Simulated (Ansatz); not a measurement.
C$_{4}$H$_{12}$OSi (`CC(C)(C)O[SiH3]`), relaxed with RKS PBE0-D4/def2-TZVP in Ansatz from a PBE-D4/def2-SVP geometry. The force threshold is 0.005 eV/Å; the program also tests the step.

Charge 0, multiplicity 1.

Start:

```xyz
18

C     0.916    0.337   -1.219
C     0.326   -0.319    0.038
C     0.771   -1.782    0.142
C     0.727    0.459    1.300
O    -1.113   -0.371   -0.068
Si   -2.213    0.887   -0.204
H     0.577   -0.198   -2.128
H     0.604    1.398   -1.306
H     2.024    0.314   -1.194
H     0.312   -2.257    1.031
H     1.874   -1.859    0.228
H     0.445   -2.344   -0.755
H     0.252    0.012    2.196
H     1.826    0.440    1.443
H     0.414    1.521    1.237
H    -1.999    1.721   -1.444
H    -3.555    0.223   -0.282
H    -2.188    1.817    0.984
```

(1) By how much does the energy fall, and how many steps does the optimiser take? (An estimate is asked.)

(2) Which bonds change most? (Estimate.)

(3) Give the relaxed structure. (An estimate is asked.)

Results:

(1) Ansatz gave: 2.02 kcal/mol, in 5 steps.

(2) Computed: O5–Si6 from 1.677 to 1.637 Å; Si6–H16 from 1.509 to 1.490 Å; Si6–H18 from 1.509 to 1.490 Å; Si6–H17 from 1.499 to 1.482 Å.

(3) The calculation gave: 
```xyz
18

C     0.906    0.335   -1.208
C     0.318   -0.313    0.037
C     0.759   -1.763    0.141
C     0.719    0.457    1.286
O    -1.107   -0.353   -0.069
Si   -2.188    0.870   -0.200
H     0.575   -0.195   -2.104
H     0.599    1.380   -1.293
H     1.998    0.308   -1.174
H     0.309   -2.231    1.019
H     1.846   -1.832    0.226
H     0.441   -2.317   -0.744
H     0.253    0.015    2.170
H     1.802    0.434    1.419
H     0.411    1.504    1.223
H    -1.967    1.696   -1.420
H    -3.517    0.219   -0.281
H    -2.156    1.786    0.974
```
